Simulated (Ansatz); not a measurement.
`C[SiH2][SiH2][SeH]` → `[SeH]`• + `C[SiH2][SiH2]`•  (homolysis of the Se–Si bond)

Program: Ansatz. Geometries: PBE0-D4/def2-TZVP. ΔE: electronic, gas phase. CBS: MP2 limit from def2 TZ/QZ plus the TZ coupled-cluster correction, frozen cores. DFT in def2-TZVPP. Open shells (•) are unrestricted, without spin–orbit coupling. For Se outer-core shells are correlated without core-valence functions, which leaves a few kJ/mol of doubt a bond. Scalar relativity is left out up to krypton. One conformer a species, not always the lowest.

| level | ΔE (kJ/mol) |
| --- | --- |
| r2SCAN | 319.4 |
| MP2/CBS(def2) | 360.4 |

(1) What does CCSD(T)/CBS give? (An estimate is asked.)

Largest T1 diagnostic among the species: 0.013.

Answers

(1) The calculation gave: +343.3 kJ/mol. The listed levels differ from it by -23.9, 17.1 kJ/mol.

The D4 term adds +14.8 kJ/mol with B3LYP and +8.2 kJ/mol with PBE0; it sums over pairs of atoms, weighted by their polarisabilities, and B3LYP, whose exchange is more repulsive, gets the larger term. In def2-TZVPP, CCSD(T) changes the Hartree–Fock value by +101.3 kJ/mol (the triples alone add +10.3 kJ/mol) and MP2 by +118.3 kJ/mol; breaking electron pairs costs correlation energy, which Hartree–Fock lacks.

B3LYP here is the variant with VWN-RPA as its local correlation; programs differ in this.
